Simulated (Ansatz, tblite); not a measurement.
Forces on the cluster Te₄Se⁻ at its PBE-D4/def2-SVPD geometry. The state is a doublet with charge -1.

In the def2 sets Te takes a core potential; there is no spin–orbit coupling. The xTB rows come from tblite. Another isomer (doublet) lies 0.20 eV lower at PBE0-D4/def2-TZVPD; other spin states weren't run for this one.

GFN1-xTB (tblite), largest force 1.35 eV/Å:

```xyz
5
positions Å, forces eV/Å
Se    0.537   -1.574    0.171    0.092    1.347   -0.025
Te   -1.272    0.294   -0.210    0.505   -0.826    0.081
Te    1.550    2.472    0.303   -0.076   -0.701   -0.014
Te    2.630    0.011    0.485   -0.979   -0.134   -0.154
Te   -3.445   -1.203   -0.749    0.458    0.313    0.112
```

GFN2-xTB (tblite), largest force 1.40 eV/Å:

```
Se 0.213 1.382 -0.005
Te 0.370 -1.159 0.049
Te 0.230 -0.577 0.038
Te -1.139 -0.027 -0.172
Te 0.326 0.381 0.090
```

PBE-D4/def2-TZVPD (Ansatz), largest force 0.28 eV/Å:

```
Se -0.023 0.265 -0.015
Te 0.030 -0.255 -0.002
Te 0.069 -0.229 0.011
Te -0.253 0.106 -0.038
Te 0.177 0.113 0.044
```
